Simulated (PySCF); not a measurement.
**I⁺ (iodine, charge +1) across methods**

[Kr] 4d10 5s2 5p4, high-spin 3P determinant. Calculation: PySCF 2.14, in def2-TZVPPD with the def2 core potential (28 electrons) (7s6p4d2f, 59 functions); a scalar-relativistic core potential.

```csv
method,E (hartree),mean ε 5s β (eV),mean ε 5p α (eV),mean ε 5p β (eV),Σ⟨r²⟩ (bohr²),⟨S²⟩
MN15,-296.5848,-27.648,-17.877,-16.279,48.25,2.004
LDA,-296.8622,-25.860,-16.068,-14.690,48.15,2.001
PBE0,-297.3062,-26.797,-17.328,-15.750,48.11,2.004
UHF,-296.30773,-29.670,-20.476,-18.379,48.61,2.010
PW91,-297.3866,-25.515,-16.035,-14.604,48.16,2.002
LC-wPBE,-297.3310,-29.947,-20.106,-18.568,47.97,2.005
PBEsol,-296.9929,-25.477,-15.996,-14.530,48.10,2.002
r2SCAN,-297.4079,-25.542,-16.449,-14.837,48.00,2.005
```

Question: Estimate the same row for PBE.

Answer: E (hartree) = -297.2795; mean ε 5s β (eV) = -25.415; mean ε 5p α (eV) = -15.986; mean ε 5p β (eV) = -14.538; Σ⟨r²⟩ (bohr²) = 48.18; ⟨S²⟩ = 2.002.

Energies and moments cover only the electrons outside the core potential.
